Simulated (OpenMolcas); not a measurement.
# Ionisation energies of magnesium

```yaml
Program: OpenMolcas
Basis: ANO-L-VTZP [5s4p2d1f]
Scalar_Hamiltonian: non-relativistic, point nucleus
Spin-orbit_coupling: RASSI with atomic mean-field integrals over the reference wave functions, term energies averaged over their components
```

Active shells in each charge state: the valence s, p shells, with orbitals averaged over the low states. Where CASPT2's correlated closed shells are named, they are those of the first ion.

A. CASSCF
B. SS-CASPT2, IPEA 0.25 Eh, imaginary shift 0.1 Eh (closed shells correlated: 2s 2p)
C. SS-CASPT2, IPEA 0 Eh, imaginary shift 0.1 Eh (closed shells correlated: 2s 2p)
D. SS-CASPT2, IPEA 0.25 Eh, imaginary shift 0.1 Eh (closed shells correlated: 1s 2s 2p)
E. SS-CASPT2, IPEA 0.25 Eh, imaginary shift 0.1 Eh (closed shells correlated: none)

Energies in eV between the lowest computed levels, named as in B; reference values from the NIST Atomic Spectra Database with their kind.

| From | To | A | B | C | D | E | Spin-orbit share in B | Reference |
| --- | --- | --- | --- | --- | --- | --- | --- | --- |
| Mg 3s² ¹S₀ | Mg+ 3s ²S_1/2 | 7.463 | 7.532 | 7.535 | 7.532 | 7.512 | +0.000 | 7.646 (measured) |
| Mg+ 3s ²S_1/2 | Mg2+ 2p⁶ ¹S₀ | 14.722 | 14.776 | 14.779 | 14.776 | 14.722 | +0.000 | 15.035 (measured) |

Error against the reference values, in %:

```csv
From,Reference,A,B,C,D,E
Mg,measured,-2.4,-1.5,-1.5,-1.5,-1.8
Mg+,measured,-2.1,-1.7,-1.7,-1.7,-2.1
```

Mean absolute error over the 2 measured values: A 0.25 eV, B 0.19 eV, C 0.18 eV, D 0.19 eV, E 0.22 eV.
